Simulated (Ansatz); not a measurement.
Gas-phase electronic energies from Ansatz, PBE0-D4/def2-TZVP geometries. CBS: MP2 limit from def2 TZ/QZ plus the TZ coupled-cluster correction, frozen cores. This one scheme is used for every species. DFT in def2-TZVPP. For Ge outer-core shells are correlated without core-valence functions, which leaves a few kJ/mol of doubt a bond. Scalar relativity is left out up to krypton.

Reaction (formal exchange of groups at a Ge–F bond): `[F][GeH]([F])[SiH3]` + CH₄ → `[CH3][GeH]([F])[SiH3]` + H–F

CCSD(T)/CBS gives +74.3 kJ/mol.

Task: Another level gave +102.3 kJ/mol. Which?
A. r2SCAN/def2-TZVPP
B. HF/def2-TZVPP
C. CAM-B3LYP/def2-TZVPP
D. RPA@PBE/def2-TZVPP

Result: B. HF/def2-TZVPP 102.3, RPA@PBE/def2-TZVPP 78.1, r2SCAN 90.3, CAM-B3LYP 95.4 kJ/mol.

Task: What do rigid-rotor, harmonic-oscillator terms from PBE0-D4/def2-TZVP frequencies (298.15 K, 1 bar) make of the CCSD(T)/CBS value? (Best estimate.)

Result: The calculation gave: ΔZPE = -3.2 kJ/mol, ΔH = +72.6 kJ/mol, ΔS = 6 J/(mol·K), ΔG = +70.9 kJ/mol.

Largest T1 diagnostic among the species: 0.013.

From PBE to PBE0 (25 % exact exchange), in def2-TZVPP and without D4, ΔE moves by −3.9 kJ/mol. Leaving LDA and LC-ωPBE aside and taking each functional with its dispersion term where it has one, the values, not all of them listed here, spread over 19.6 kJ/mol, from HSE06-D4 to B97M-V. LDA lies −9.1 kJ/mol from PBE without D4.

CCSD(T)/CBS has its own doubt, a few kJ/mol and more with outer-core shells, so smaller differences from it don't rank the levels.
